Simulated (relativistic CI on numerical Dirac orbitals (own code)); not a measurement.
## Sc2+ in a cubic cluster: 2p photoemission with charge transfer

Computed with a charge-transfer multiplet model of a cubic metal-ligand cluster with up to 2 ligand holes, Slater and spin-orbit integrals from Dirac-Coulomb-Breit ions, Slater integrals scaled by 0.8. The ground state mixes d1 with configurations of k ligand holes L, whose averages lie at kΔ + k(k − 1)U_dd/2; a core hole lowers each added d electron by U_cd. 300 K, Lorentzian 0.6 eV and Gaussian 0.8 eV FWHM.

Atomic integrals in eV (Slater integrals scaled, ζ unscaled), ground: F2dd 4.710, F4dd 2.885, zeta_d 0.008; with the core hole: F2dd 4.710, F4dd 2.885, zeta_d 0.020, zeta_core 3.005, F2cd 4.113, G1cd 2.955, G3cd 1.675. Where a configuration has fewer than two d electrons, the dd integrals are those of d2.

Cluster parameters (eV): U_dd = 4.5, U_cd = 5.1, 10Dq = 0.3, 10Dq(ligand) = 0, V(eg) = 2.05, V(t2g) = -0.89, final-state hopping factor = 1.

```csv
Case,n_d,d1,d2L,d3L2,S
Δ = 4.8 eV,1.41,0.62,0.34,0.04,0.50
Δ = 5.8 eV,1.34,0.68,0.29,0.03,0.50
Δ = 8.8 eV,1.20,0.81,0.18,0.01,0.50
```

Weights, n_d and S are thermal averages at 300 K. Binding energies count from the first peak over 30 % of the highest in each spectrum, which can be another peak from case to case. The parameters are a model scan and need not match a compound or its usual spin state. Peaks in eV (height, largest 100):
- Δ = 4.8 eV: 0.0 (100), 4.8 (43), 8.0 (18), 12.8 (8)
- Δ = 5.8 eV: 0.0 (100), 4.6 (44), 7.9 (17), 12.6 (8)
- Δ = 8.8 eV: 0.0 (100), 4.6 (52)

For the case Δ = 5.8 eV, Δ = 5.8 eV is larger than U_dd = 4.5 eV, the Mott-Hubbard side of the Zaanen-Sawatzky-Allen scheme. With the core hole the configuration with one ligand hole lies at Δ − U_cd = -0.3, 0.7, 3.7 eV from the one without, in the order of the table; where this is negative the screened configuration lies lower, though the effective hopping of about 4.4 eV (from the holes of the mixed ground state) mixes the two strongly wherever it is as large as the gap.
